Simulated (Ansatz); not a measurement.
The Si1–Cl2 bond of ClH3Si (SMILES [SiH3]Cl) is stretched (multiplicity 1, the rest rigid).
Geometry at rest (charge 0, multiplicity 1):
```xyz
5

Si    -0.99094    -0.03421    -0.02691
Cl     1.07340     0.03706     0.02915
H     -1.39746    -1.01153    -1.05530
H     -1.49637     1.31045    -0.36517
H     -1.48086    -0.44996     1.30167
```

Cores are frozen in the correlated methods.

Programs: Ansatz (an electronic-structure program) with Gaussian orbitals. Each number belongs to the level named beside it.

FIC-MRCISD+Q on CASSCF(6,4)/cc-pV(D+d)Z, total energies (hartree):

```
R (Å)       CASSCF       MRCISD  weight c² of the reference
-----  -----------  -----------  --------------------------
2.066  -750.242463  -750.488551                     0.90330
3.616  -750.114406  -750.352073                     0.90168
6.612  -750.096041  -750.331417                     0.90222
```

Problem. Add the Davidson correction (E_MRCISD − E_CASSCF)(1 − c²)/c² and give the energies above the first point at the three levels.

Solution. 
Corrections (hartree): -0.026345, -0.025917, -0.025509. Above the first point (kcal/mol):
- R = 3.616 Å: CASSCF 80.4, MRCISD 85.6, with the correction 85.9
- R = 6.612 Å: CASSCF 91.9, MRCISD 98.6, with the correction 99.1

Doubts at one or more of the structures used: active orbitals that take no part (FIC-MRCISD+Q on CASSCF(6,4)/cc-pV(D+d)Z).
